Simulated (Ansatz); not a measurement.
`[NH2][SnH2][F]` and `[NH2][GeH2][F]` differ in one element.

Ansatz, PBE0-D4/def2-TZVP geometries, multiplicity 1. Each molecule was computed in one conformer, which needn't be the lowest.

Elements past krypton have def2 core potentials. Scalar relativity is left out up to krypton.

```tsv
property	`[NH2][SnH2][F]`
HOMO energy (PBE/def2-TZVPP) / eV	-6.40
HOMO–LUMO gap (ωB97M-V/def2-TZVPP) / eV	11.53
HOMO–LUMO gap (PBE/def2-TZVPP) / eV	5.17
size of the dipole moment (ωB97M-V/def2-TZVPP) / D	1.91
HOMO–LUMO gap (B3LYP/def2-TZVPP) / eV	6.96
HOMO–LUMO gap (PBE0/def2-TZVPP) / eV	7.55
```

What does the change do to each property? (Best estimate.)

The calculation gave: 
| property | `[NH2][GeH2][F]` | shift |
| --- | --- | --- |
| HOMO energy (PBE/def2-TZVPP) / eV | -6.54 | -0.14 |
| HOMO–LUMO gap (ωB97M-V/def2-TZVPP) / eV | 12.51 | 0.98 |
| HOMO–LUMO gap (PBE/def2-TZVPP) / eV | 6.21 | 1.04 |
| size of the dipole moment (ωB97M-V/def2-TZVPP) / D | 1.69 | -0.22 |
| HOMO–LUMO gap (B3LYP/def2-TZVPP) / eV | 7.97 | 1.01 |
| HOMO–LUMO gap (PBE0/def2-TZVPP) / eV | 8.57 | 1.02 |

With PBE0 the HOMO falls by 0.19 eV and the LUMO rises by 0.83 eV, so the gap widens by about 1.02 eV. PBE moves the HOMO by -0.14 eV and ωB97M-V by -0.21 eV. Dipoles are sizes alone; their direction can turn.

B3LYP here is the variant with VWN-RPA as its local correlation; programs differ in this.
